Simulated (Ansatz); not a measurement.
Reactions of `[F][Ge][F]`.

Isolated molecules relaxed with PBE0-D4/def2-TZVP in Ansatz; ΔE leaves out vibrations. CCSD(T)/CBS is the MP2 limit (def2-TZVPP, def2-QZVPP) plus CCSD(T) − MP2 in def2-TZVPP, frozen cores. This one scheme is used for every species. Functionals use def2-TZVPP. For Ge outer-core shells are correlated without core-valence functions, which leaves a few kJ/mol of doubt a bond. Scalar relativity is left out up to krypton. One conformer a species, not always the lowest.

```tsv
reaction	ωB97X-V (kJ/mol)
`[F][Ge][F]` + `N=C(O)CO` → `[OH][Ge][F]` + `N=C(F)CO`	46
`[F][Ge][F]` + HCl → `[F][Ge][Cl]` + H–F	6
`[F][Ge][F]` + H₂O → `[OH][Ge][F]` + H–F	27
`[F][Ge][F]` + `CC(C)(C)[O][AlH2]` → `CC(C)(C)[O][Ge][F]` + `[F][AlH2]`	-24
`[F][Ge][F]` + `[OH][Al]([SH])[O][SiH3]` → `[OH][Ge][F]` + `[F][Al]([SH])[O][SiH3]`	-21
`[F][Ge][F]` + `CCBO` → `C[CH2][Ge][F]` + `OBF`	5
`[F][Ge][F]` + `CS[SiH](F)S` → `C[S][Ge][F]` + `F[SiH](F)S`	-48
`[F][Ge][F]` + `CCCC` → `[F][GeH]` + `CCC(C)F`	206
```

(1) Give the CCSD(T)/CBS values in the same order. (Estimate.)

Largest T1 diagnostic: 0.015, for `[F][Ge][F]`.

## Answers

(1) The calculation gave: 45, -3, 22, -33, -26, -4, -59, 213 kJ/mol.
